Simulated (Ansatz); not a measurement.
[Li(H2O)4]+ (LiO₄H₈⁺). Total charge 1; triplet. Geometry r2SCAN-D4/def2-SVP, that of the charge +1 singlet; atoms count from 1.

```csv
atom,x (Å),y (Å),z (Å)
Li1,-0.003,0.001,0.000
O2,-0.799,1.558,0.809
H3,-1.703,1.622,1.148
H4,-0.384,2.399,1.042
O5,1.730,-0.277,0.794
H6,2.551,-0.445,0.312
H7,1.995,-0.198,1.721
O8,0.182,0.264,-1.900
H9,0.303,-0.398,-2.594
H10,0.079,1.103,-2.369
O11,-1.113,-1.545,0.296
H12,-1.925,-1.810,-0.156
H13,-0.912,-2.274,0.899
```

At PBE0-D4/def2-TZVP a singlet of charge 1 lies 8.10 eV below the triplet at the same geometry.

Estimate the Mulliken populations from the PBE0/def2-TZVP orbitals of Ansatz.


```tsv
atom	charge (e)	spin (α − β)
Li1	0.59	0.23
O2	0.21	0.77
H3	0.02	0.46
H4	0.00	0.49
O5	-0.70	0.01
H6	0.39	0.00
H7	0.38	0.00
O8	-0.70	0.01
H9	0.38	0.00
H10	0.38	0.00
O11	-0.70	0.01
H12	0.38	0.00
H13	0.38	0.00
```
Mulliken values and Mayer orders depend strongly on the basis.

Where does the spin sit?

Summed by element: Li 0.23, O 0.81, H 0.97, of 2 unpaired in all. Largest on single atoms: O2 0.77, H4 0.49, H3 0.46.
